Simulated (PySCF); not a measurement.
Multinuclear NMR of C5H11NSi

Atoms are numbered as in `[CH3:1][C:2]1=[CH:3][C@@H:4]([SiH3:5])[NH:6][CH2:7]1`; H(Xn) means a hydrogen on atom n. Ha(C7) is cis to Si5 on the ring; Hb(C7) is trans to Si5 on the ring.

PySCF 2.14.0 with density-fitted response routines calculation with coordinates at the GFN2-xTB level and shielding tensors at PBE0/pcSseg-1 (GIAO); single conformer, no relativistic terms, one averaged value for each set of equivalent atoms, no solvent model.

**Question.** What are the $^{29}$Si shifts?

**Answer.** 
| atoms | environment | σ (ppm) | δ (ppm) |
| --- | --- | --- | --- |
| Si5 | silicon bonded to C, 3 H | 428.9 | -72.6 |

Shieldings were converted by a linear fit to measured shifts: $^{29}$Si (scatter 8.9 ppm rms, 25.8 ppm with the 6 outliers that the fit left out vs TMS, solution or neat liquid). A few per cent of atoms miss by over 2 rms, more outside the fitted compound classes.

On a 300 MHz spectrometer $^{29}$Si resonates near 59.6 MHz, so 1 ppm is 59.6 Hz.

**Question.** Where does $^{15}$N resonate?

**Answer.** 
```
atoms     environment  σ (ppm)  δ (ppm)
   N6  amine nitrogen    217.3   -348.3
```

Shieldings were converted by a linear fit to measured shifts: $^{15}$N: δ = -148.07 − 0.921σ (rms 6.3 ppm, 71 shifts vs CH3NO2, solution or neat liquid). Occasional misses reach two or three times the rms, and more in compound classes unlike the fitted ones.

On a 500 MHz spectrometer $^{15}$N resonates near 50.7 MHz, so 1 ppm is 50.7 Hz.
